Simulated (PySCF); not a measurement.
C5H9N, SMILES NC[C@H](C)C#C. Atoms are numbered in the order given.

```xyz
15

C     -0.8488    -2.1521     0.6239
C     -0.7502    -1.0402     0.1516
C     -0.5925     0.3046    -0.4058
C     -0.9385     1.3817     0.6240
C      0.8257     0.4813    -0.9731
N      1.8178     0.3854     0.0736
H     -0.9538    -3.1367     1.0399
H     -1.2926     0.3861    -1.2568
H     -0.2050     1.3655     1.4413
H     -0.9048     2.3763     0.1537
H     -1.9440     1.2263     1.0397
H      0.9544    -0.2461    -1.8021
H      0.8822     1.4867    -1.4237
H      2.7504     0.5477    -0.2971
H      1.8144    -0.5554     0.4660
```

Coordinates come from a PBE0-D3(BJ)/def2-SVP optimisation. The structure was generated by enumeration; whether it is a known compound was not checked. Other conformers were not sampled.

Two levels are set side by side: PBE/pcSseg-1 (PySCF) and PBE0/pcSseg-1 (PySCF). GIAO shifts against NH3 (¹⁵N), TMS (¹H), TMS (¹³C) at the same level; non-relativistic, no solvent, atoms listed together averaged. Differences are taken from unrounded values.

```csv
quantity,PBE0
δ(¹³C) of C1 (ppm),76.8
δ(¹³C) of C2 (ppm),93.3
δ(¹³C) of C3 (ppm),31.4
δ(¹³C) of C4 (ppm),21.1
δ(¹³C) of C5 (ppm),51.1
δ(¹⁵N) of N6 (ppm),29.3
δ(¹H) of H7 (ppm),2.18
δ(¹H) of H8 (ppm),2.72
```

Q: What does PBE give, and how far is it from PBE0? (Estimate from the structure and the level; the computed values follow.)

A: 
```tsv
quantity	PBE	PBE minus PBE0
δ(¹³C) of C1 (ppm)	73.2	-3.7
δ(¹³C) of C2 (ppm)	92.1	-1.2
δ(¹³C) of C3 (ppm)	33.9	2.5
δ(¹³C) of C4 (ppm)	21.6	0.5
δ(¹³C) of C5 (ppm)	53.9	2.8
δ(¹⁵N) of N6 (ppm)	35.3	5.9
δ(¹H) of H7 (ppm)	1.99	-0.19
δ(¹H) of H8 (ppm)	2.89	0.18
```

Rough cost on one machine, each run with all the roots and properties that it gave: PBE0 against PBE within a factor of 2.
